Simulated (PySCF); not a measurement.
A side-by-side comparison of computed properties.

First species: C3H4FP.
InChI=1S/C3H4FP/c1-2-5-3-4/h2-3H,1H2

Second species: C4H9FOSi2.
Z-matrix (Å and degrees, GFN2-xTB geometry), rows numbered from 1:
```
C 
C   1  1.5003
C   2  1.4479  1  117.80
O   3  1.1961  2  127.68  1  -179.88
F   3  1.3627  2  114.67  1     0.05
C   2  1.3492  1  125.62  3  -178.59
Si  6  1.9070  2  119.48  1   178.83
Si  6  1.8947  2  120.27  1    -0.89
H   1  1.0865  2  110.68  3  -148.63
H   1  1.0876  2  111.18  3   -27.25
H   1  1.0906  2  109.89  3    92.07
H   7  1.4745  6  103.20  2  -179.36
H   7  1.4578  6  110.59  2    66.77
H   7  1.4582  6  110.90  2   -65.53
H   8  1.4662  6  109.27  2    53.60
H   8  1.4585  6  109.61  2   174.15
H   8  1.4669  6  108.23  2   -65.69
```

Levels: B3LYP/def2-SVPD for dipole moment, HOMO energy, LUMO energy, HOMO–LUMO gap, static isotropic polarisability and electronic spatial extent ⟨r²⟩ about the centre of nuclear charge; TDDFT B3LYP/def2-SVPD for lowest singlet excitation; TDA B3LYP/def2-SVPD for lowest triplet excitation (Tamm–Dancoff); GFN2-xTB for rotational constant A and rotational constant C. Geometries: GFN2-xTB. All species are isolated and taken at one optimised geometry, non-relativistic unless stated. Electronic properties by PySCF.

Dipoles, sizes and rotational constants follow the conformer. The torsions of the flexible species, by atom-mapped SMILES:
- `[CH2:1]=[CH:2]/[P:3]=[CH:4]/[F:5]`: C1–C2–P3–C4 180°
- `[CH3:1][C:2]([C:3](=[O:4])[F:5])=[C:6]([SiH3:7])[SiH3:8]`: C1–C2–C3–O4 180°

Values for the first species:

```
Dipole moment                                                     : 2.14 D
HOMO energy                                                       : -6.75 eV
LUMO energy                                                       : -2.00 eV
HOMO–LUMO gap                                                     : 4.75 eV
Lowest singlet excitation                                         : 4.85 eV
Lowest triplet excitation (Tamm–Dancoff)                          : 2.53 eV
Static isotropic polarisability                                   : 67.3 au
Electronic spatial extent ⟨r²⟩ about the centre of nuclear charge : 650 bohr²
Rotational constant A                                             : 19.561 GHz
Rotational constant C                                             : 1.714 GHz
```

(1) Estimate the same properties for the second species, and the change in each.

Answers

(1) 
```tsv
property	first	second	second less first
dipole moment	2.14 D	2.84 D	+0.70 D
HOMO energy	-6.75 eV	-8.15 eV	-1.40 eV
LUMO energy	-2.00 eV	-2.83 eV	-0.83 eV
HOMO–LUMO gap	4.75 eV	5.32 eV	+0.57 eV
lowest singlet excitation	4.85 eV	4.40 eV	-0.45 eV
lowest triplet excitation (Tamm–Dancoff)	2.53 eV	3.22 eV	+0.69 eV
static isotropic polarisability	67.3 au	106.8 au	+39.5 au
electronic spatial extent ⟨r²⟩ about the centre of nuclear charge	650 bohr²	1564 bohr²	+914 bohr²
rotational constant A	19.561 GHz	1.853 GHz	-17.708 GHz
rotational constant C	1.714 GHz	0.710 GHz	-1.004 GHz
```

On the first: The vertical singlet–triplet gap S1 − T1 is 2.32 eV (TDDFT singlet less Tamm–Dancoff triplet; S1: HOMO→LUMO, weight 0.92; T1: HOMO→LUMO, weight 0.96). S1 lies 0.10 eV above the HOMO–LUMO gap; its leading configuration is HOMO→LUMO, weight 0.92.

On the second: The principal polarisabilities are 78.2, 116.1 and 126.1 au; their mean is the isotropic value. The vertical singlet–triplet gap S1 − T1 is 1.18 eV (TDDFT singlet less Tamm–Dancoff triplet; S1: HOMO−1→LUMO, weight 0.95; T1: HOMO→LUMO, weight 0.95). GFN2-xTB frequencies show an imaginary mode (57i cm⁻¹), so this geometry is no minimum at that level.
